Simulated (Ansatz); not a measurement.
```yaml
crystal:
  periodic: [false, false, false]
  atoms:
    - {symbol: C, position_ang: [-0.263318, 1.169925, -0.351343]}
    - {symbol: Ge, position_ang: [-0.259619, -0.643283, 0.326066]}
    - {symbol: O, position_ang: [1.304808, -1.090014, 1.022650]}
    - {symbol: Cl, position_ang: [-0.633262, -1.950248, -1.358598]}
    - {symbol: H, position_ang: [-1.240649, 1.408126, -0.772318]}
    - {symbol: H, position_ang: [-0.038949, 1.865444, 0.458774]}
    - {symbol: H, position_ang: [0.490637, 1.272086, -1.132522]}
    - {symbol: H, position_ang: [-1.284133, -0.966349, 1.415830]}
    - {symbol: H, position_ang: [2.012886, -1.112187, 0.374461]}
basis:
  gaussian: {orbitals: def2-mTZVPP}
hamiltonian: {xc: {name: revPBE0}, dispersion: d3bjatm}
accuracy: high
scf: {lower_state_search: off}
scf: {max_iter: 3}
output: {forces: true}
```

```sh
$ ansatz run in.yaml --threads 4 --pin off --events-out ev --progress --plain --max-ram 10444MiB
```

(1) How does Ansatz answer? (Estimate.)

Results:

(1) The calculation gave: The program refused the input.
```
Error: YAML parse error: error: line 18 column 1: duplicate mapping key: scf, set DuplicateKeyPolicy in Options if acceptable
16 | accuracy: high
17 | scf: {lower_state_search: off}
18 | scf: {max_iter: 3}
19 | output: {forces: true}
```
